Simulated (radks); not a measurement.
Problem. All-electron atom: Xe11+ in [Kr] 4d7 (the NIST ground configuration). All-electron calculation, Dirac Kohn-Sham, LB94 model potential, spin-unpolarised, spherical densities, finite nucleus; open shells fill j = l - 1/2 first; Fermi nuclear charge, rms radius 4.7859 fm. Program: a radial shooting solver on a logarithmic mesh with Libxc functionals.

Spin-orbit splittings of the eigenvalues, e(l+1/2) - e(l-1/2), with zeta = 2 splitting/(2l+1) and mean radii in bohr:

| shell | occ. | splitting (eV) | zeta (eV) | <r> j=l-1/2 | <r> j=l+1/2 |
|---|---|---|---|---|---|
| 2p | 6 | 328.2 | 218.8 | 0.09591 | 0.1017 |
| 3p | 6 | 62.28 | 41.52 | 0.2951 | 0.3066 |
| 3d | 10 | 13.29 | 5.315 | 0.2769 | 0.2806 |
| 4p | 6 | 13.40 | 8.937 | 0.7222 | 0.7472 |
| 4d | 7 | ? | ? | 0.8022 | 0.8102 |
| 5p | 0 | 3.991 | 2.661 | 1.473 | 1.508 |

Estimate the 4d splitting.

Solution. 2.391 eV (zeta = 0.9564 eV).
